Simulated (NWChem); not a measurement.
System: SeCl₂; SMILES Cl[Se]Cl

Here is an NWChem input.

```
start job
memory heap 200 mb stack 900 mb global 1100 mb
geometry units angstroms noautosym nocenter noautoz
  Se     0.000000     0.000000     0.687441
  Cl    -1.711116     0.000000    -0.687017
  Cl     1.711116     0.000000    -0.687017
end
basis spherical
  * library cc-pvtz
end
dft
  xc pbe0
  iterations 150
end
property
  efieldgrad
end
task dft property
```

The geometry was optimised at B3LYP/6-31G* (spherical d).

Vzz is the largest principal value of the second derivative of the potential at the nucleus (NWChem prints the opposite sign); η is the asymmetry. Non-relativistic.

Atoms are numbered as in the input.

### Question
What results follow from this input? (PBE0/cc-pVTZ.) Quantities: Vzz Se1 (a.u.); η Se1; Vzz Cl3 (a.u.); η Cl3.

### Answer
```
Item            Result
--------------  ------
Vzz Se1 (a.u.)  -9.721
η Se1             0.23
Vzz Cl3 (a.u.)   3.818
η Cl3             0.22
```
